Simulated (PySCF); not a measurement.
These are PBE-D3(BJ)/def2-TZVP // B3LYP-D3(BJ)/def2-TZVP run with PySCF values and carry that method's errors. All species are isolated molecules in the gas phase. One relaxed conformer stands for a flexible species; it need not be the lowest. Excitations are Tamm–Dancoff values on a coarser integration grid. The basis has no diffuse functions, so Rydberg states are missing or too high.

Reference species (SMILES): `[CH3][Ga]([CH3])[CH3]` (neutral, multiplicity 1).

```
Property                   Value
----------------------  --------
HOMO                    -6.19 eV
S1 oscillator strength     0.000
T1 excitation (TDA)      4.65 eV
```

Changed species: `[CH3][Ga]([SH])[SH]` (S–Ga–S–H torsion -180°, S–Ga–S–H torsion 180°) (2 of 3 CH3 replaced by SH; the reference has 0 of 3 CH3 replaced by SH).

Question: Give the shifts of the HOMO, S1 oscillator strength and T1 excitation (TDA).

Answer: the HOMO rises by 0.06 eV, to -6.13 eV; the S1 oscillator strength goes up by 0.012, to 0.012; the T1 excitation (TDA) decreases by 0.26 eV, to 4.39 eV.
